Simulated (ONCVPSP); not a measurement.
# u(r) = r·R(r): atom against pseudo-atom (Br)

Columns: radius, all-electron u(r) and pseudo u(r) of the 3d shell (level -66.72 eV) of bromine in the configuration [Ne] 3s2 3p6 3d10 4s2 4p5; PBE, scalar-relativistic, ONCV scheme, ONCVPSP 4.0.1.

| r (bohr) | all-electron | pseudo |
| --- | --- | --- |
| 0.057 | 0.0708 | 0.0231 |
| 0.115 | 0.3195 | 0.1645 |
| 0.172 | 0.6287 | 0.4485 |
| 0.230 | 0.9096 | 0.8086 |
| 0.288 | 1.1140 | 1.1198 |
| 0.345 | 1.2361 | 1.3002 |
| 0.402 | 1.2899 | 1.3534 |
| 0.460 | 1.2909 | 1.3247 |
| 0.518 | 1.2533 | 1.2620 |
| 0.575 | 1.1921 | 1.1921 |
| 0.632 | 1.1166 | 1.1162 |
| 0.690 | 1.0324 | 1.0320 |
| 0.747 | 0.9472 | 0.9469 |
| 0.805 | 0.8615 | 0.8612 |
| 0.862 | 0.7805 | 0.7802 |
| 0.920 | 0.7026 | 0.7024 |
| 0.977 | 0.6314 | 0.6312 |
| 1.035 | 0.5646 | 0.5644 |
| 1.092 | 0.5046 | 0.5044 |
| 1.150 | 0.4493 | 0.4491 |
| 1.208 | 0.3993 | 0.3992 |
| 1.265 | 0.3552 | 0.3551 |
| 1.322 | 0.3156 | 0.3155 |
| 1.380 | 0.2795 | 0.2794 |
| 1.438 | 0.2473 | 0.2472 |
| 1.495 | 0.2191 | 0.2190 |

How many radial nodes do the two functions have?

The all-electron 3d function has n − l − 1 = 0; the pseudo-wave has 0.

At about which radius was the pseudo-wave matched?

0.60 bohr, where the columns begin to agree (steps of 0.06 bohr).

Is the pseudo-wave norm-conserving?

Yes: the ONCV scheme keeps the norm inside the radius equal to the all-electron one, which fixes the energy derivative of the logarithmic derivative at the level.
